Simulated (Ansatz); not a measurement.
```yaml
crystal:
  periodic: [false, false, false]
  atoms:
    - {symbol: N, position_ang: [-1.115841, 1.187341, -0.454808]}
    - {symbol: Hf, position_ang: [0.364509, -0.107827, -0.561989]}
    - {symbol: N, position_ang: [0.645520, -1.142495, 1.143129]}
    - {symbol: F, position_ang: [-0.151817, -1.501832, -2.001965]}
    - {symbol: F, position_ang: [1.950611, 0.954686, -1.214934]}
    - {symbol: H, position_ang: [-1.533161, 1.267215, 0.620633]}
    - {symbol: H, position_ang: [-1.453301, 1.800872, -0.979314]}
    - {symbol: H, position_ang: [0.258762, -1.951766, 1.441136]}
    - {symbol: H, position_ang: [1.399515, -0.756631, 1.756897]}
basis:
  gaussian: {orbitals: def2-mTZVP}
hamiltonian: {xc: {name: HF}}
correlation: {method: mp2, frozen_orbitals: {N: 9}}
output: {forces: true}
```

```sh
$ ansatz run in.yaml --threads 2 --pin off --events-out ev --progress --plain --max-ram 32768MiB --backend cpu
```

Output, abridged:

```
Functional definition: HF
Error: "frozen_orbitals" has no count for Hf
```

Something in this input is off. What?

Frozen orbitals are typed for one element alone, and the program wants a count for each. The program refused the input.
